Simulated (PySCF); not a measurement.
As: electron affinity

As⁻ [Ar] 3d10 4s2 4p4 (3P) → As [Ar] 3d10 4s2 4p3 (4S), as a difference of total energies. Computed with PySCF 2.14 in aug-cc-pVTZ-PP with one added diffuse shell each of s, d, f type with ECP10MDF (7s5p5d3f, 68 functions), with a scalar-relativistic core potential. Correlated levels: valence: 3s2 3p6 3d10 frozen. The calculations carry no spin-orbit coupling.

```tsv
method	electron affinity (eV)	difference from reference (eV)
UHF	-0.298	-1.102
MP2 (valence)	0.456	-0.348
SCS-MP2 (valence)	0.517	-0.287
CCSD (valence)	0.547	-0.257
CCSD(T) (valence)	0.609	-0.195
```

Reference: 0.804 eV (measured; photodetachment measurements, as compiled on the Wikipedia data page of electron affinities).

The reference lies between the lowest fine-structure levels, while these numbers refer to the centres of the terms.

Errors of the correlated levels include the incompleteness of this basis and the frozen core.

A negative affinity means that the anion lies above the atom at that level of theory.
